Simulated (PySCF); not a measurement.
Species: C3H5AlCl3N.
Geometry (PBE0-D3(BJ)/def2-SVP, Å), atoms numbered from 1 in this order:
```
atom  x, y, z in Å
C1     2.3532    0.6545    0.8253
C2     1.1904    0.8730    0.0028
N3     0.2299    0.9942   -0.6220
Al4   -1.6181    0.4188   -1.1883
C5    -1.5153   -1.2107    0.0283
Cl6   -1.2913   -0.7410    1.7530
Cl7   -0.1527   -2.2958   -0.4207
Cl8   -3.0505   -2.1043   -0.1332
H9     2.0259    0.1003    1.7183
H10    2.8034    1.6115    1.1235
H11    3.0894    0.0507    0.2758
H12   -1.4740    0.0770   -2.7329
H13   -2.5843    1.5551   -0.6409
```

Computed with PySCF at PBE0/pcSseg-1, non-relativistic, on one gas-phase PBE0-D3(BJ)/def2-SVP geometry that isn't relaxed in the solvent. The solvent is an IEF-PCM continuum (Bondi radii, 1.10 Å for H, scaled by 1.2). The model holds no explicit solvent molecules, cavitation or dispersion.

```csv
run,E − E(gas) (kcal/mol),HOMO (eV),HOMO–LUMO gap (eV),dipole (D)
gas,0.00,-7.40,6.05,7.75
P,-10.78,-7.69,6.84,9.51
Q,-8.01,-7.60,6.70,9.04
```

Problem. The runs were made in acetonitrile and chloroform. Which run belongs to which solvent?

Solution. P = acetonitrile, Q = chloroform. The dielectric constants are 4.711 (chloroform), 35.69 (acetonitrile), and the energy falls further as ε rises. In this model the ground state sees the solvent through ε alone.

Problem. How constant is the ratio of the lowering to (ε − 1)/(2ε + 1)?

Solution. 
| solvent | (ε − 1)/(2ε + 1) | E − E(gas) (kcal/mol) | ratio (kcal/mol) | polarisation term (kcal/mol) |
| --- | --- | --- | --- | --- |
| chloroform | 0.356 | -8.01 | -22.5 | -9.02 |
| acetonitrile | 0.479 | -10.78 | -22.5 | -12.65 |

The ratio changes by 0.0 % in size from chloroform to acetonitrile. The polarisation term is half the interaction of the solute with the induced surface charges.
